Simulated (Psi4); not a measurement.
H3B3O3, triplet, geometry from GFN2-xTB (a higher spin typed on purpose: for a closed-shell molecule this is an excited state).

Input for Psi4:
```
memory 2 GB

molecule mol {
0 3
B    -0.579297    1.234690    0.548000
O    -1.391448   -0.011194    0.253351
B    -0.712762   -1.079500   -0.103568
O     0.612727   -1.178703   -0.332190
B     1.379527    0.029749   -0.325058
O     0.727033    1.071838    0.119027
H    -1.172806    2.106937   -0.042589
H    -1.347548   -2.079495   -0.215197
H     2.496513   -0.007675   -0.660589
}

set {
  basis def2-svp
  reference uhf
}

energy('scf')
print_variables()
```

### Question
What does this run give for the number of basis functions, total energy, dipole moment, nuclear repulsion energy, <S^2>?

### Answer

The number of basis functions is 99. The total energy is -600.415041 Ry and the dipole moment is 3.02 D. The nuclear repulsion energy comes out as 201.3611 Eh and the <S^2> comes out as 2.012.

These values belong to the state on which the SCF converged, which isn't shown to be the lowest.
